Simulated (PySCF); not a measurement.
Frontier orbitals and the lowest excitations

Compound: C2F6P2.
Z-matrix (Å and degrees, GFN2-xTB geometry), rows numbered from 1:
```
F 
C   1  1.3348
F   2  1.3384  1  106.58
F   2  1.3346  1  108.50  3  -115.15
P   2  1.9244  1  114.89  3   118.86
P   5  2.0270  2  109.75  1    41.00
C   6  1.9240  5  109.70  2     3.07
F   7  1.3348  6  111.76  5   -83.24
F   7  1.3349  6  114.95  5    40.95
F   7  1.3385  6  107.43  5   159.39
```

Method used: TDDFT CAM-B3LYP/def2-SVPD, vertical, gas phase, core orbitals frozen in the response in PySCF 2.14.0, density-fitted response routines.

Frontier orbitals with the atoms that hold most of them (Löwdin shares over 4%, at most four atoms; ? is withheld):

```tsv
orbital	ε (eV)	atoms
LUMO+2	1.00	P5 29%, P6 29%, F3 9%, F10 9%
LUMO+1	-0.35	P6 32%, P5 32%, C2 11%, C7 11%
LUMO	-2.91	?
HOMO	-9.91	P5 42%, P6 42%
HOMO-1	-10.31	?
HOMO-2	-10.41	P6 43%, P5 42%
HOMO-3	-12.61	P6 18%, P5 18%, F10 10%, F3 10%
```

Problem. Give the leading atoms of the LUMO.

Solution. P5 (bonded to C and P) 41%; P6 (bonded to C and P) 41%; C2 (bonded to 3 F and P) 5%; C7 (bonded to 3 F and P) 5%. By element: phosphorus 82%, carbon 10%.

Problem. Which atoms hold the HOMO-1, and with what shares?

Solution. P5 (bonded to C and P) 29%; P6 (bonded to C and P) 28%; C2 (bonded to 3 F and P) 10%; C7 (bonded to 3 F and P) 10%. By element: phosphorus 57%, carbon 20%.

Problem. The HOMO–LUMO gap is 7.01 eV. Where does the response calculation put the lowest singlet, and from which orbitals?

Solution. S1 is at 3.60 eV (f = 0.0000), 3.41 eV below the gap, made of HOMO-2→LUMO (99%). Its leading pair isn't HOMO and LUMO; the energies of that pair differ by 7.50 eV. Without the coupling terms of the response equations the lowest excitation would equal the gap.

Problem. Give energy, strength and leading configuration of S1, S2, S3, S4, S6 and S7, and follow the Löwdin shares of the leading atoms from the occupied to the empty orbital.

Solution. 
- S1 (3.60 eV, f 0.0000), HOMO-2→LUMO (99%): P6 43% → 41%, P5 42% → 41%
- S2 (3.84 eV, f 0.0064), HOMO-1→LUMO (94%): P5 29% → 41%, P6 28% → 41%
- S3 (4.45 eV, f 0.132), HOMO→LUMO (88%): P5 42% → 41%, P6 42% → 41%
- S4 (5.65 eV, f 0.0065), HOMO→LUMO+1 (96%): P5 42% → 32%, P6 42% → 32%
- S6 (6.34 eV, f 0.0080), HOMO-2→LUMO+1 (97%): P6 43% → 32%, P5 42% → 32%
- S7 (6.83 eV, f 0.121), HOMO-1→LUMO+1 (90%): P5 29% → 32%, P6 28% → 32%

Löwdin shares depend on the basis, the more so with diffuse functions.

The run took 85 s of wall time on one thread, Arm Neoverse N1 (aarch64), on a shared host, and the process peaked at 1.0 GiB of memory.
